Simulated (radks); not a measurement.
Results of a calculation; reference values are marked as such.
Kinetic energies: the exact non-interacting value of the Kohn-Sham orbitals and orbital-free approximations, as 100 (|E| - |E exact|)/|E exact|, negative where the magnitude is too small. Species: Os3+ [Xe] 4f14 5d5; Lu2+ [Xe] 4f14 6s1; Se4+ [Ar] 3d10 4s2. Code: a radial shooting solver on a logarithmic mesh with Libxc functionals. Model: non-relativistic Kohn-Sham, exchange-only LDA, spin-polarised, spherical densities, point nucleus. Every spin shell is full or empty, so the densities are truly spherical. Functionals are evaluated on that one density, not self-consistently.

| functional | Os3+ | Lu2+ | Se4+ |
|---|---|---|---|
| exact (hartree) | 16276.8 | 13840.3 | 2391.37 |
| Thomas-Fermi | -4.72 | -4.86 | -6.04 |
| TF + vW/9 | -0.72 | -0.77 | -0.78 |
| TF + vW/5 | +2.48 | +2.51 | +3.43 |
| LC94 | -0.01 | -0.05 | -0.02 |
| APBEK | +0.02 | -0.02 | +0.06 |
| LKT | +16.20 | +16.59 | +22.31 |
| PG1 | +12.63 | +12.94 | +17.64 |
| DePristo-Kress | -0.23 | -0.26 | -0.12 |
